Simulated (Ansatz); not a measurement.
BeSi₄⁻, relaxed as a doublet with UKS PBE-D4/def2-SVPD in Ansatz, starting from the GFN1-xTB geometry. Force threshold 0.02 eV/Å.

Another isomer (doublet) lies 0.13 eV lower at PBE0-D4/def2-TZVPD; other spin states weren't run for this one.

Start:

```xyz
5

Be   -0.724    0.873   -1.255
Si   -1.318    0.136    0.752
Si    0.760   -0.693    1.472
Si    0.049   -1.182   -0.751
Si    1.233    0.867   -0.218
```

**Question.** Estimate the energy that the relaxation releases and the steps that it takes.

**Answer.** 4.3 kcal/mol, in 6 steps; 9.5 s on 4 threads of Arm Neoverse V2 on a shared host. No frequencies were taken in this run, so the end may be a saddle point.

**Question.** Does the start keep its bonding and symmetry?

**Answer.** By distances, no bond broke or formed. The bond that changes most is Si2–Si4, from 2.42 to 2.60 Å (atoms count from 1). Point group Cs at the start, Cs at the end, both within 0.05 Å.

**Question.** Predict the relaxed structure.

**Answer.** 
```xyz
5

Be   -0.6886    0.7281   -1.2635
Si   -1.3433    0.2552    0.8240
Si    0.7544   -0.7555    1.4154
Si    0.0380   -1.2209   -0.8172
Si    1.2395    0.9933   -0.1586
```
Bond lengths: 5 × Si–Si 2.39 to 2.60 Å; 3 × Be–Si 2.13 to 2.24 Å.
